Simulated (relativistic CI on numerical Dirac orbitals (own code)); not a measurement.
## Re6+: O2,3 absorption edge

Computed with this model: Dirac-Coulomb-Breit CI, separate exchange-only KLI orbitals for each configuration, model QED (radiative potential, 1s self-energy scaled to tabulated hydrogen-like ionisation energies), valence Slater integrals scaled by 0.9, multiplet model of core-to-valence dipole absorption; configurations [Xe] 4f14 5d → [Kr] 4d10 4f14 5s2 5p5 5d2; 80 K; Lorentzian 0.6 eV and Gaussian 0.3 eV FWHM. Energies are those of the free ion, without screening or charge transfer. The branching ratio is the share of the lower-energy edge in the whole absorption, uncertain by about 0.02 where the edges overlap. S is read from ⟨S²⟩ = S(S + 1).

Field parameters in Wybourne normalisation: D3d B²₀ = −7Dσ, B⁴₀ = −14Dq − 21Dτ, B⁴₃ = −14√(10/7) Dq; Oh B⁴₀ = 21Dq, B⁴₄ = √(5/14) B⁴₀. The field is a parameter set, without covalency.

free ion: ground-state S = 0.50, centroid 57.97 eV. Peaks (eV, height): 49.1 (34), 51.5 (29), 56.7 (69), 60.6 (18), 62.8 (29), 63.9 (100).

Oh, 10Dq = 44550 cm⁻¹: ground-state S = 0.50, centroid 58.49 eV. Peaks (eV, height): 44.4 (12), 45.2 (13), 47.5 (6), 48.1 (6), 48.6 (6), 49.9 (18), 50.9 (29), 52.4 (14), 54.2 (27), 55.1 (61), 57.8 (27), 59.9 (37), 61.7 (29), 63.2 (68), 64.2 (100), 67.3 (26), 70.0 (8).

Oh, 10Dq = 25200 cm⁻¹: ground-state S = 0.50, centroid 58.32 eV. Peaks (eV, height): 45.9 (7), 47.2 (9), 47.9 (8), 49.8 (35), 50.5 (53), 53.0 (11), 53.8 (9), 55.4 (44), 58.3 (42), 60.3 (20), 63.0 (80), 63.7 (100), 65.3 (37), 66.8 (21).

D3d, 10Dq = 31800, Dσ = 1100, Dτ = 70 cm⁻¹: ground-state S = 0.50, centroid 58.43 eV. Peaks (eV, height): 45.3 (9), 45.7 (9), 47.8 (9), 50.3 (39), 51.0 (38), 54.7 (34), 55.8 (43), 57.3 (14), 59.0 (41), 61.0 (23), 62.6 (91), 64.0 (100), 66.2 (32), 68.1 (12).

Strongest unbroadened transitions for free ion:

| Energy (eV) | Relative strength |
| --- | --- |
| 43.64 | 0.4 |
| 44.02 | 1.4 |
| 46.04 | 2.2 |
| 46.59 | 0.4 |
| 48.62 | 21.2 |
| 49.18 | 43.1 |
| 49.85 | 1.5 |
| 51.41 | 20.8 |
| 51.58 | 21.0 |
| 51.80 | 0.9 |
| 56.40 | 0.5 |
| 56.66 | 100.0 |
| 58.89 | 4.2 |
| 60.57 | 22.7 |
| 62.76 | 29.1 |
| 63.85 | 2.3 |
| 63.88 | 96.8 |
| 63.96 | 44.9 |
